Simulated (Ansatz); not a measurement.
GeH4S⁺, that is Ge(SH)H3 with one electron fewer. Charge 1, multiplicity 2. Geometry r2SCAN-D4/def2-TZVP, that of the neutral singlet; atoms count from 1.

Cartesian coordinates in Å:
```
Ge -0.003 -0.431 0.351
S 0.022 1.697 -0.300
H 0.006 1.404 -1.611
H 0.025 -0.371 1.879
H 1.230 -1.170 -0.183
H -1.279 -1.129 -0.138
```

Estimate the Mulliken populations from the PBE0/def2-TZVP orbitals of Ansatz.


| atom | charge (e) | spin (α − β) |
| --- | --- | --- |
| Ge1 | 0.07 | -0.04 |
| S2 | 0.20 | 0.93 |
| H3 | 0.26 | -0.02 |
| H4 | 0.14 | 0.00 |
| H5 | 0.16 | 0.07 |
| H6 | 0.16 | 0.07 |
Mulliken values and Mayer orders depend strongly on the basis.

Where does the spin sit?

Summed by element: Ge -0.04, S 0.93, H 0.11, of 1 unpaired in all. Largest on single atoms: S2 0.93, H6 0.07, H5 0.07.

And the Mayer bond orders between bonded heavy atoms (over 0.3)?

Ge1–S2 0.89 (2.23 Å).
